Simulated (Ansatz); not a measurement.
Relaxation of CH5GaO (8 atoms, charge 0, multiplicity 1), to a largest force component of 0.03 eV/Å in at most 50 steps.

Level of theory: RHF/def2-SVP (Ansatz).

```xyz
8
Properties=species:S:1:pos:R:3:forces:R:3
Ga 0.250 -0.015 -0.148 0.81 0.01 0.27
O 0.721 -0.120 1.558 -0.95 -0.12 1.22
H 0.139 -0.190 2.298 0.00 0.00 -0.01
H 1.766 0.051 -0.452 0.18 0.10 -1.48
C -1.553 -0.004 -0.930 -0.04 0.00 -0.03
H -2.084 -0.927 -0.687 0.00 -0.01 0.02
H -2.133 0.828 -0.527 -0.02 0.01 0.01
H -1.523 0.095 -2.016 0.02 0.00 0.00
```

Problem. Where does it end, and by what steps?

Solution. It converged. After 6 steps the energy has fallen by 0.482 eV; H4 moved furthest, 0.43 Å.

| step | energy less start (eV) | largest force component (eV/Å) | accepted |
| --- | --- | --- | --- |
| 0 | 0.0000 | 1.475 | yes |
| 1 | -0.3357 | 0.622 | yes |
| 2 | -0.4585 | 0.366 | yes |
| 3 | -0.4351 | 0.526 | no |
| 4 | -0.4766 | 0.105 | yes |
| 5 | -0.4815 | 0.068 | yes |
| 6 | -0.4816 | 0.021 | yes |

```xyz
8
Properties=species:S:1:pos:R:3
Ga 0.371 -0.013 -0.094
O 0.586 -0.132 1.671
H -0.157 -0.192 2.249
H 1.724 0.076 -0.880
C -1.460 -0.005 -0.855
H -1.986 -0.931 -0.605
H -2.047 0.822 -0.446
H -1.447 0.093 -1.942
```

Whether the end is a true minimum wasn't checked by a vibrational analysis.

The run took 14 s on 1 thread of Arm Neoverse V1, with other jobs on the host, peak memory 0.15 GiB.
